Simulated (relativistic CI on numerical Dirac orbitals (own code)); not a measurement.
## Line list: Electric-dipole lines, Gd⁶²⁺

Method of calculation: Dirac-Coulomb-Breit CI, separate exchange-only KLI orbitals for each configuration, model QED (radiative potential, 1s self-energy scaled to tabulated hydrogen-like ionisation energies), unscaled Slater integrals (own radial code, finite nucleus).

Configurations in the expansion: 1s2, 1s.2s, 1s.2p, 1s.3s, 1s.3p, 1s.3d, 1s.4s, 1s.4p, 1s.4d, 1s.4f, 1s.5s, 1s.5p, 1s.5d, 1s.5f, 1s.5g, 1s.6s, 1s.6p, 1s.6d, 2s2. Levels of other configurations are missing.

| λ vac (Å) | Lower | Upper | A (s⁻¹) | gf | Branching (%) |
| --- | --- | --- | --- | --- | --- |
| 0.2811 | 1s2 1S_0 [1] | 1s.2p 1P°_1 [7] | 1.30e+16 | 4.62e-01 | 100.0 |
| 1.2018 | 1s.2p 3P°_2 [6] | 1s.4d 3D_3 [26] | 3.27e+14 | 4.96e-01 | 74.6 |
| 1.4559 | 1s.2s 3S_1 [2] | 1s.3p 3P°_2 [12] | 3.22e+14 | 5.12e-01 | 98.3 |
| 1.4709 | 1s.2p 3P°_1 [3] | 1s.3d 3D_2 [13] | 9.25e+14 | 1.50e+00 | 81.9 |
| 1.4737 | 1s.2p 3P°_0 [4] | 1s.3d 3D_1 [14] | 6.19e+14 | 6.05e-01 | 56.2 |
| 1.6141 | 1s.2p 3P°_2 [6] | 1s.3d 3D_3 [16] | 1.01e+15 | 2.77e+00 | 99.6 |
| 1.6226 | 1s.2p 1P°_1 [7] | 1s.3d 1D_2 [17] | 9.08e+14 | 1.79e+00 | 86.4 |
| 3.1524 | 1s.3d 3D_2 [13] | 1s.5f 3F°_3 [41] | 6.98e+13 | 7.28e-01 | 59.0 |
| 3.2059 | 1s.3d 3D_3 [16] | 1s.5f 3F°_4 [44] | 7.17e+13 | 9.94e-01 | 62.3 |
| 4.1989 | 1s.3s 3S_1 [8] | 1s.4p 3P°_2 [22] | 4.05e+13 | 5.36e-01 | 20.6 |
| 4.2304 | 1s.3p 3P°_1 [9] | 1s.4d 3D_2 [23] | 9.01e+13 | 1.21e+00 | 18.2 |
| 4.5624 | 1s.3p 3P°_2 [12] | 1s.4d 3D_3 [26] | 1.10e+14 | 2.41e+00 | 25.1 |
| 4.5776 | 1s.3d 3D_2 [13] | 1s.4f 3F°_3 [27] | 2.08e+14 | 4.58e+00 | 91.8 |
| 4.5811 | 1s.3d 3D_1 [14] | 1s.4f 3F°_2 [28] | 1.87e+14 | 2.94e+00 | 82.6 |
| 4.5818 | 1s.3p 1P°_1 [15] | 1s.4d 1D_2 [29] | 9.93e+13 | 1.56e+00 | 21.7 |
| 4.6781 | 1s.3d 3D_3 [16] | 1s.4f 3F°_4 [30] | 2.17e+14 | 6.40e+00 | 98.1 |
| 4.6811 | 1s.3d 1D_2 [17] | 1s.4f 1F°_3 [31] | 2.06e+14 | 4.74e+00 | 93.5 |
| 9.2097 | 1s.4p 3P°_1 [19] | 1s.5d 3D_2 [37] | 1.76e+13 | 1.12e+00 | 6.8 |
| 9.8433 | 1s.4p 3P°_2 [22] | 1s.5d 3D_3 [40] | 2.29e+13 | 2.33e+00 | 10.0 |
| 9.8728 | 1s.4d 3D_2 [23] | 1s.5f 3F°_3 [41] | 3.84e+13 | 3.92e+00 | 32.5 |
| 9.8792 | 1s.4d 3D_1 [24] | 1s.5f 3F°_2 [42] | 3.45e+13 | 2.53e+00 | 29.2 |
| 9.8801 | 1s.4p 1P°_1 [25] | 1s.5d 1D_2 [43] | 2.07e+13 | 1.52e+00 | 8.6 |
| 10.059 | 1s.4d 3D_3 [26] | 1s.5f 3F°_4 [44] | 4.07e+13 | 5.56e+00 | 35.4 |
| 10.061 | 1s.4f 3F°_3 [27] | 1s.5g 3G_4 [45] | 6.54e+13 | 8.93e+00 | 95.4 |
| 10.064 | 1s.4f 3F°_2 [28] | 1s.5g 3G_3 [46] | 6.23e+13 | 6.62e+00 | 90.8 |
| 10.065 | 1s.4d 1D_2 [29] | 1s.5f 1F°_3 [47] | 3.88e+13 | 4.12e+00 | 33.8 |
| 10.148 | 1s.4f 3F°_4 [30] | 1s.5g 3G_5 [48] | 6.70e+13 | 1.14e+01 | 98.9 |
| 10.150 | 1s.4f 1F°_3 [31] | 1s.5g 1G_4 [49] | 6.51e+13 | 9.05e+00 | 96.1 |
| 18.131 | 1s.5p 3P°_2 [36] | 1s.6d 3D_3 [58] | 6.82e+12 | 2.35e+00 | 5.1 |
| 18.194 | 1s.5p 1P°_1 [39] | 1s.6d 1D_2 [59] | 6.21e+12 | 1.54e+00 | 4.4 |

Terms are leading LS components. Brackets give the number of a level in order of energy, since labels repeat. The list gives strong lines, with weight on those to low levels, without lines whose two gauges differ by over a factor of 2.5, among the lowest 59 of 60 levels, so that lines to higher ones, which can be the strongest, are missing. Levels whose partners in the same complex of configurations lie outside the list can be far off, and so can their lines. Rates are taken at the computed energies, electric ones in the length gauge.

At this charge energies of transitions that change n are usually good to better than 1 %, and those within a shell (Δn = 0) to a few per cent.

(1) From the table, what is the radiative lifetime of 1s.4d 3D_3?

## Answers

(1) The listed rates from this level add up to about 4.38e+14 s⁻¹, 100 % of its decay; with all channels τ = 2.28e-15 s.

LS names give the leading component of a level, which can be under half, so a name can repeat, a term be missing and a line seem to break the LS rules.
